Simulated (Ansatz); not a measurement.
Reaction (alkene loss): `CC[N](C)[InH2]` → `C[NH][InH2]` + `C=C`

Isolated molecules relaxed with PBE0-D4/def2-TZVP in Ansatz; ΔE leaves out vibrations. CCSD(T)/CBS is the MP2 limit (def2-TZVPP, def2-QZVPP) plus CCSD(T) − MP2 in def2-TZVPP, frozen cores. This one scheme is used for every species. DFT in def2-TZVPP. Elements past krypton have def2 core potentials. For In outer-core shells are correlated without core-valence functions, which leaves a few kJ/mol of doubt a bond. One conformer a species, not always the lowest.

CCSD(T)/CBS gives +21.4 kcal/mol.

(1) Another level gave +17.4 kcal/mol. Which?
A. CCSD(T)/def2-TZVPP
B. r2SCAN0/def2-TZVPP
C. BLYP-D4/def2-TZVPP
D. BLYP/def2-TZVPP

Largest T1 diagnostic among the species: 0.016.

## Answers

(1) C. BLYP-D4 17.4, CCSD(T)/def2-TZVPP 21.1, r2SCAN0 23.3, BLYP 10.9 kcal/mol.

The D4 term adds +4.9 kcal/mol with B3LYP and +2.7 kcal/mol with PBE0; it sums over pairs of atoms, weighted by their polarisabilities, and B3LYP, whose exchange is more repulsive, gets the larger term. From BLYP to BHLYP (50 % exact exchange), in def2-TZVPP and without D4, ΔE moves by +6.4 kcal/mol. In def2-TZVPP, CCSD(T) changes the Hartree–Fock value by +9.5 kcal/mol (the triples alone add +0.9 kcal/mol) and MP2 by +12.3 kcal/mol.

B3LYP here is the variant with VWN-RPA as its local correlation; programs differ in this.
